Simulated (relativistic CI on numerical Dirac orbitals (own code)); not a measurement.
Hyperfine structure of Pb59+, mass number 207

Calculated at this level of theory: Dirac-Coulomb-Breit CI, separate exchange-only KLI orbitals for each configuration, model QED, unscaled Slater integrals (own radial code, finite nucleus).

CI space (outside the closed core [Ne]): 3s2.3p6.3d5, 3s2.3p5.3d6, 3s2.3p4.3d7, 3s.3p6.3d6, 3p6.3d7, 3s.3p5.3d7, 3s2.3p6.3d4.4s, 3s2.3p6.3d4.4p, 3s2.3p4.3d6.4s, 3s2.3p5.3d5.4s, 3s2.3p6.3d4.4f, 3s2.3p6.3d3.4s2, 3s.3p6.3d5.4s. Levels of other configurations are missing.

Nuclear spin I = 1/2, μ = 0.5906 μN (tables of Stone and Pyykkö). The electronic factors are computed for point nuclear moments, without core polarisation or the Bohr-Weisskopf and QED corrections.

```csv
Level,E (cm⁻¹),A (GHz)
3s2.3p6.3d5 2D_3/2,1238751,166
3s2.3p6.3d5 4D_7/2,1812763,66.16
3s2.3p6.3d5 4G_11/2,1813892,96.13
3s2.3p6.3d5 4G_9/2,1833075,83.89
```

Levels with J = 0, under 50 % of one LS term, or S terms without an open s electron are left out. Small factors come from cancelling terms and can be off by tens of per cent or more.

At this charge energies of transitions that change n are usually good to better than 1 %, and those within a shell (Δn = 0) to a few per cent.

Problem. Give the hyperfine levels of 3s2.3p6.3d5 2D_3/2 relative to its centre of gravity.

Solution. With K = F(F + 1) − I(I + 1) − J(J + 1), E = AK/2: F = 1: -207.4, F = 2: 124.5 GHz.

LS names give the leading component of a level, which can be under half, so a name can repeat, a term be missing and a line seem to break the LS rules.
